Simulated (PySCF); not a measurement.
Ionisation energy of Nd(35+) by level of theory

Nd(35+) [Ar] 3d7 [3d3/2^4 3d5/2^3, M_J = 9/2] → Nd(36+) [Ar] 3d6 [3d3/2^4 3d5/2^2, M_J = 4], as a difference of total energies. Calculation: PySCF 2.14, in an uncontracted even-tempered set (16 s from 6.6 bohr⁻², ratio 2.8; 12 p from 8.6 bohr⁻², ratio 2.8; 8 d from 8.6 bohr⁻², ratio 2.8; 3 f from 32 bohr⁻², ratio 3); the two-component X2C-1e Hamiltonian. Correlated levels: [Ne] frozen; the 74 highest virtual spinors dropped. "Screened" scales the spin-orbit matrix elements by Boettger's factors to mimic the two-electron term; Breit and QED terms are absent.

```
                    method  ionisation energy (eV)
           GHF (spin-free)                  2427.9
          GMP2 (spin-free)                  2428.8
 GHF (screened spin-orbit)                  2425.8
GMP2 (screened spin-orbit)                  2426.3
```

Breit and QED terms and the two-electron picture change are absent.

The spin-free rows relax to the high-spin LS determinant and lack the spin-orbit shift.

The labels give the starting determinants; with spin-orbit coupling the two ends relaxed to ⟨J²⟩ = 24.75, ⟨L²⟩ = 14.86, ⟨S²⟩ = 2.82 and ⟨J²⟩ = 20.02, ⟨L²⟩ = 10.28, ⟨S²⟩ = 3.79.

For comparison: 2425 ± 5 eV (theoretical estimate listed by NIST; NIST Atomic Spectra Database, ionization energies).
